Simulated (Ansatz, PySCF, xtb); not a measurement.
Torsion N1–Sn2–O3–H6 in H3NOSn (SMILES [NH2][Sn][OH]); at each angle all else is relaxed with GFN2-xTB, and the levels are single points there.
Geometry at 0° (charge 0, multiplicity 1):
```xyz
6

N     -1.19399    -0.03650     0.17800
Sn     0.44400    -1.14862     0.75100
O      1.82602    -0.17957    -0.38542
H     -2.14412    -0.16074     0.49965
H     -1.20005     0.73487    -0.47624
H      1.62621     0.55342    -0.96253
```

On the grid 0° to 330°, 270° is the highest and 0° the lowest point at MP2/CBS(def2-TZVPP, def2-QZVPP) + ΔCCSD(T)/def2-TZVPP.

Run with Ansatz (a quantum-chemistry and plane-wave program) with Gaussian orbitals; PySCF for the dispersion terms; xtb for the GFN methods. Each number belongs to the level named beside it. In def2 rows elements past Kr take small-core potentials, without spin–orbit coupling.

**Question.** What is the computed energy at 270° less that at 0° (GFN-FF)?

**Answer.** 37 meV
